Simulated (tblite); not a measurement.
C7H7BO.
Bonds: C1–C2, C2–C3 (triple), C3–B4, B4–C5, C5–C6 (aromatic), C6–C7 (aromatic), C7–C8 (aromatic), C8–O9 (aromatic), C5–O9 (aromatic). Hydrogens: H10, H11, H12 on C1; H13 on B4; H14 on C6; H15 on C7; H16 on C8.

Computed with GFN2-xTB (tblite), gas phase: L-BFGS steps from a force-field or distance-geometry start until the largest atomic force falls under 0.01 eV/Å.

Geometry at step 1:
```
atom  x, y, z in Å
C1      3.8177   -0.0865   -0.1273
C2      2.4367   -0.4715    0.1855
C3      1.3021   -0.8211    0.4851
B4     -0.1148   -1.2691    0.8406
C5     -1.3131   -0.3701    0.4964
C6     -1.3772    0.9913    0.2454
C7     -2.7397    1.2816   -0.0326
C8     -3.4229    0.0917    0.0609
O9     -2.5695   -0.8958    0.3740
H10     4.5424   -0.6922    0.4487
H11     4.0046   -0.1667   -1.2148
H12     3.9649    0.9526    0.1924
H13    -0.3190   -2.3165    1.3714
H14    -0.5642    1.6757    0.2654
H15    -3.1826    2.2072   -0.2604
H16    -4.4731   -0.1019   -0.0747
```

Question: Give the atomic forces at this geometry.

Answer: 
```json
{"atom": "C1", "Fx (eV/Å)": "-0.340", "Fy (eV/Å)": "-0.014", "Fz (eV/Å)": "0.226"}
{"atom": "C2", "Fx (eV/Å)": "-0.698", "Fy (eV/Å)": "-0.434", "Fz (eV/Å)": "0.263"}
{"atom": "C3", "Fx (eV/Å)": "0.686", "Fy (eV/Å)": "0.277", "Fz (eV/Å)": "-0.133"}
{"atom": "B4", "Fx (eV/Å)": "0.512", "Fy (eV/Å)": "-0.140", "Fz (eV/Å)": "0.001"}
{"atom": "C5", "Fx (eV/Å)": "-0.055", "Fy (eV/Å)": "0.134", "Fz (eV/Å)": "-0.220"}
{"atom": "C6", "Fx (eV/Å)": "-0.993", "Fy (eV/Å)": "-0.392", "Fz (eV/Å)": "-0.193"}
{"atom": "C7", "Fx (eV/Å)": "0.397", "Fy (eV/Å)": "-0.885", "Fz (eV/Å)": "0.303"}
{"atom": "C8", "Fx (eV/Å)": "0.838", "Fy (eV/Å)": "0.340", "Fz (eV/Å)": "0.071"}
{"atom": "O9", "Fx (eV/Å)": "-0.260", "Fy (eV/Å)": "0.144", "Fz (eV/Å)": "0.121"}
{"atom": "H10", "Fx (eV/Å)": "-0.407", "Fy (eV/Å)": "0.063", "Fz (eV/Å)": "-0.427"}
{"atom": "H11", "Fx (eV/Å)": "-0.072", "Fy (eV/Å)": "-0.027", "Fz (eV/Å)": "0.606"}
{"atom": "H12", "Fx (eV/Å)": "-0.046", "Fy (eV/Å)": "-0.100", "Fz (eV/Å)": "-0.217"}
{"atom": "H13", "Fx (eV/Å)": "0.190", "Fy (eV/Å)": "0.346", "Fz (eV/Å)": "-0.269"}
{"atom": "H14", "Fx (eV/Å)": "0.201", "Fy (eV/Å)": "0.163", "Fz (eV/Å)": "-0.002"}
{"atom": "H15", "Fx (eV/Å)": "-0.186", "Fy (eV/Å)": "0.744", "Fz (eV/Å)": "-0.159"}
{"atom": "H16", "Fx (eV/Å)": "0.233", "Fy (eV/Å)": "-0.219", "Fz (eV/Å)": "0.029"}
```

The largest, 1.08 eV/Å, acts on C6; the rms over all components is 0.375 eV/Å. The forces sum to zero within rounding, as they must for an isolated molecule in no field.

Question: Give the force on C6 in Eh/bohr and in nN.

Answer: 1.085 eV/Å ÷ 51.422 = 0.02110 Eh/bohr, and 1.085 eV/Å × 1.602 = 1.74 nN.

Question: How far is this geometry from the end of the optimisation?

Answer: 0.146 eV above it, and 0.268 Å rms away after alignment. The bonds farthest from their final lengths, with half the difference of the two atoms' forces along the bond (positive lengthens):

```json
{"bond": "C3–B4", "now (Å)": "1.528", "final (Å)": "1.499", "force along bond (eV/Å)": "+0.16"}
{"bond": "C1–C2", "now (Å)": "1.467", "final (Å)": "1.445", "force along bond (eV/Å)": "+0.23"}
{"bond": "B4–H13", "now (Å)": "1.192", "final (Å)": "1.171", "force along bond (eV/Å)": "-0.25"}
{"bond": "C7–H15", "now (Å)": "1.051", "final (Å)": "1.071", "force along bond (eV/Å)": "+0.89"}
{"bond": "C1–H10", "now (Å)": "1.106", "final (Å)": "1.090", "force along bond (eV/Å)": "-0.21"}
{"bond": "C1–H11", "now (Å)": "1.106", "final (Å)": "1.091", "force along bond (eV/Å)": "-0.16"}
```

The angle farthest from its final value is O9–C8–H16, 121.2° against 117.6°.

Of the 6 listed bonds off by 0.010 Å or more, this force points towards the final length in 4.

What follows is the cost of the whole relaxation. On one thread, Arm Neoverse N1 (aarch64), no GPU, shared host with 64 logical CPUs at a one-minute load of 55, this took 0.73 s.
